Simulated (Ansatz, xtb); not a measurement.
Relative energy of two isomers of C5H3N3

Structure X is `N#Cc1ccncn1`, a singlet and structure Y is `N#Cc1cncnc1`, a singlet. Both are isolated molecules in the gas phase, relaxed with B3LYP-D3(BJ)/def2-SVP.

X (Å):

```xyz
11

C     0.2068    0.2651   -2.5815
C     0.5066    0.4572   -1.1800
C     1.6565    1.1585   -0.7939
C     1.8589    1.2914    0.5812
C    -0.0516    0.1340    0.9944
N    -0.0064    0.1278   -3.7125
N     1.0115    0.7833    1.4768
N    -0.3510   -0.0572   -0.2894
H     2.3482    1.5732   -1.5279
H     2.7335    1.8261    0.9684
H    -0.7504   -0.2845    1.7275
```

Y (Å):

```xyz
11

C    -0.5112    0.5751   -2.1370
C     0.3570    0.6327   -1.0011
C     1.6878    1.0774   -1.1063
C     1.9780    0.7401    1.1198
C    -0.0736    0.2478    0.2819
N    -1.2154    0.5284   -3.0583
N     2.4919    1.1297   -0.0496
N     0.7349    0.3022    1.3352
H     2.0930    1.3933   -2.0737
H     2.6430    0.7842    1.9899
H    -1.0970   -0.1090    0.4405
```

Quicker runs give these differences E(Y) − E(X): GFN2-xTB −9.48 kJ/mol; HF/STO-3G −2.24 kJ/mol (at GFN2-xTB geometries); r2SCAN-D4/def2-SVP −7.50 kJ/mol (at GFN2-xTB geometries).

Problem. Estimate E(Y) − E(X) at the level CCSD(T)/def2-SVP + ΔMP2/def2-TZVPP.

Solution. Calculated at CCSD(T)/def2-SVP + ΔMP2/def2-TZVPP: E(Y) − E(X) = −6.39 kJ/mol, so structure Y lies lower.

How the difference moves with the method:

```tsv
level	geometry	E(Y) − E(X) (kJ/mol)	departure from the last row (kJ/mol)	job, with rough time for the two
GFN2-xTB	GFN2-xTB	−9.48	−3.09	optimisation, 0.25 s
HF/STO-3G	GFN2-xTB	−2.24	+4.16	single point, 0.9 s
r2SCAN-D4/def2-SVP	GFN2-xTB	−7.50	−1.11	single point, 5.2 s
B3LYP-D3(BJ)/def2-SVP	B3LYP-D3(BJ)/def2-SVP	−7.06	−0.67	optimisation, 55 s
HF/def2-SVP	B3LYP-D3(BJ)/def2-SVP	−12.11	−5.71	part of the CCSD(T) run
MP2/def2-SVP	B3LYP-D3(BJ)/def2-SVP	−0.22	+6.17	part of the CCSD(T) run
CCSD(T)/def2-SVP	B3LYP-D3(BJ)/def2-SVP	−5.93	+0.46	single point
CCSD(T)/def2-SVP + ΔMP2/def2-TZVPP	B3LYP-D3(BJ)/def2-SVP	−6.39		single point, 97 s
```

As drawn, both hold the same kinds of bond in the same numbers.

MP2/def2-SVP finds them nearly level. The largest departure from CCSD(T)/def2-SVP + ΔMP2/def2-TZVPP is that of MP2/def2-SVP, 6.17 kJ/mol. The last row adds to CCSD(T) the change of the MP2 difference between the two basis sets, here −0.46 kJ/mol.

With thermal terms from frequencies at re-optimised GFN2-xTB minima (ideal gas, soft modes damped towards free rotors, one conformer each, 298.15 K, 1 atm): the zero-point term adds −0.04 kJ/mol; ΔH is −6.41 and ΔG −4.71 kJ/mol.

The correlated steps freeze 8 core orbitals. Programs: Ansatz 0.2.0, xtb 6.7.1; the last row on 2 threads of Intel(R) Xeon(R) Processor @ 2.70GHz on a shared host.
